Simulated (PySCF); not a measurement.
# `C=C1C[C@@H](F)[C@@H]1Cl`, C$_{5}$H$_{6}$ClF

Molfile (atoms numbered from 1):
```
C5H6ClF
     RDKit          3D

 13 13  0  0  0  0  0  0  0  0999 V2000
    1.7592   -0.3515    0.9009 C   0  0  0  0  0  0  0  0  0  0  0  0
    0.5675   -0.1635    0.3774 C   0  0  0  0  0  0  0  0  0  0  0  0
   -0.4891   -1.0635   -0.2121 C   0  0  0  0  0  0  0  0  0  0  0  0
   -1.1870    0.1902   -0.7655 C   0  0  1  0  0  0  0  0  0  0  0  0
   -2.5060    0.3176   -0.4246 F   0  0  0  0  0  0  0  0  0  0  0  0
   -0.2306    1.0725    0.0536 C   0  0  2  0  0  0  0  0  0  0  0  0
    0.6188    2.3476   -0.8438 Cl  0  0  0  0  0  0  0  0  0  0  0  0
    2.1695   -1.3387    1.0242 H   0  0  0  0  0  0  0  0  0  0  0  0
    2.3684    0.4770    1.2184 H   0  0  0  0  0  0  0  0  0  0  0  0
   -0.1503   -1.7869   -0.9499 H   0  0  0  0  0  0  0  0  0  0  0  0
   -1.0945   -1.5693    0.5387 H   0  0  0  0  0  0  0  0  0  0  0  0
   -1.1167    0.3266   -1.8468 H   0  0  0  0  0  0  0  0  0  0  0  0
   -0.7137    1.5423    0.9117 H   0  0  0  0  0  0  0  0  0  0  0  0
  1  2  2  0
  2  3  1  0
  3  4  1  0
  4  5  1  0
  4  6  1  0
  6  7  1  0
  6  2  1  0
  1  8  1  0
  1  9  1  0
  3 10  1  0
  3 11  1  0
  4 12  1  6
  6 13  1  1
M  END
```

Computed, not measured: GIAO PBE0/pcSseg-1 magnetisability, rotational g tensor and spin-rotation constants, non-relativistic, gas phase (PySCF 2.14.0). Geometry: GFN2-xTB.

(1) Give the nuclear spin-rotation constants along the inertial axes (H = +C I·J) beside the isotropic shieldings.

(2) How do the rotational constants and the g tensor change when H8, H9, H10, H11, H12, H13 are replaced by deuterium?

Answers

(1) Rotational constants 2.5746, 2.0230, 1.2239 GHz. A star marks the isotopologue with that one atom substituted, in its own axes.
| atom | isotope | Caa (kHz) | Cbb (kHz) | Ccc (kHz) | mean (kHz) | σ (ppm) |
| --- | --- | --- | --- | --- | --- | --- |
| F5 | 19F | 1.501 | 1.213 | 0.870 | 1.195 | 361.6 |
| Cl7 | 35Cl | 0.369 | 0.441 | 0.381 | 0.397 | 768.2 |
| H8 | 1H | -0.244 | 0.136 | -0.119 | -0.076 | 26.0 |
| H9 | 1H | 0.162 | -0.199 | -0.105 | -0.047 | 25.8 |
| H10 | 1H | -0.275 | -0.179 | 0.029 | -0.142 | 28.5 |
| H11 | 1H | -0.061 | -0.178 | -0.081 | -0.107 | 28.8 |
| H12 | 1H | -0.277 | -0.118 | 0.035 | -0.120 | 26.7 |
| H13 | 1H | -0.282 | -0.200 | 0.074 | -0.136 | 26.9 |
| C1 | 13C* | 0.895 | 0.742 | 0.219 | 0.619 | 64.4 |
| C2 | 13C* | 1.024 | 0.828 | 0.268 | 0.706 | 37.3 |
| C3 | 13C* | 0.443 | 0.322 | 0.224 | 0.330 | 148.8 |
| C4 | 13C* | 0.579 | 0.605 | 0.310 | 0.498 | 90.5 |
| C6 | 13C* | 0.517 | 0.435 | 0.275 | 0.409 | 121.1 |

For the geometry as given, no vibrational averaging.

(2) Constants 2.2625, 1.8849, 1.1354 GHz; g -0.0147, -0.0187, -0.0108, against -0.0163, -0.0200, -0.0116 before.
